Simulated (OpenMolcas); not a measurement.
# Pt3+: moving or changing the point charges

Pt3+ among 6 point charges of -1.5 e arranged as an octahedron (Oh), 1.96 Å from the ion.
```
   1.9600    0.0000    0.0000  -1.50
   0.0000    1.9600    0.0000  -1.50
  -1.9600    0.0000    0.0000  -1.50
   0.0000   -1.9600    0.0000  -1.50
   0.0000    0.0000    1.9600  -1.50
   0.0000    0.0000   -1.9600  -1.50
```

```yaml
Program: OpenMolcas 26.06
Method: CASSCF
Basis: ANO-RCC-VDZP [7s6p4d2f]
Scalar_Hamiltonian: DKH2, point nucleus
Active_space: 7 electrons in 5 orbitals (5d)
State_averaging: 2S+1 = 4 even, 10 roots; 2S+1 = 2 even, 40 roots
Spin-orbit_coupling: RASSI with atomic mean-field integrals over the reference wave functions
```

Runs around this geometry, states (labels of O, the rotations of Oh). Energies in cm-1 above the lowest state or level, χT in cm3 K/mol; under a threefold ground state the first gap can be a small split of the lowest multiplet, not the spin-orbit step; 10Dq and B are least-squares fits to the states below 45000 cm-1, weighted by degeneracy, with a free offset, and given where the rms deviation is under 5 % of |10Dq| (or 100 cm-1) and under 700 cm-1.

```
R (Å)  q (e)  Ground state  First state of that spin   10Dq  B (rms of fit)  First gap with spin-orbit (degeneracies)  χT at 300 K  First state of another spin
 1.96  -0.98           4T1                  4T2 5406   6044       886 (115)                              876.6 (2, 4)        3.515                     2E 11371
 1.86   -1.5           4T1                 4T2 10816  11626       885 (229)                              810.0 (2, 4)        3.243                      2E 6325
 1.96   -1.5           4T1                  4T2 8482   9253       884 (192)                              966.3 (2, 4)        3.275                      2E 8537
 2.08   -1.5           4T1                  4T2 6416   7094       886 (148)                              939.1 (2, 4)        3.406                     2E 10493
```

Taking |10Dq| as R^-n, n = -ln(7094 / 11626) / ln(2.08 / 1.86) = 4.4 between the shortest and longest distance. The point-charge formula for a cubic d site gives n = 5.

Scaling the charges by -0.98 / -1.5 = 0.65 scales |10Dq| by 6044 / 9253 = 0.65; with fixed orbitals a first-order splitting would follow the charge.

An orbital triplet at a regular site is open to Jahn-Teller coupling, which can distort the site and quench the lowest spin-orbit gaps and is left out. Without dynamic correlation the repulsion within the d shell is too large (B by tens of per cent), so at a given field states of lower spin stand too high. This shell can be high or low spin here, a state of another spin lies low, and with metal d orbitals alone active their balance is uncertain, so the ground spin may be wrong. Point charges give a weaker field than real ligands, and real ions of this kind are as a rule low spin; the high spin found here belongs to the model. This field is weak: 10Dq is about 6044 cm-1, while octahedral complexes of 5d ions of charge 3 and more, computed by the same method with explicit ligands, had a median near 35000 cm-1. Ground spin and moment need not be those of a real site (figures for R = 1.96, q = -0.98; the like holds for R = 1.86, q = -1.5, R = 1.96, q = -1.5, R = 2.08, q = -1.5). This is an electrostatic model: the charges have no orbitals. No measured value stands beside these numbers.
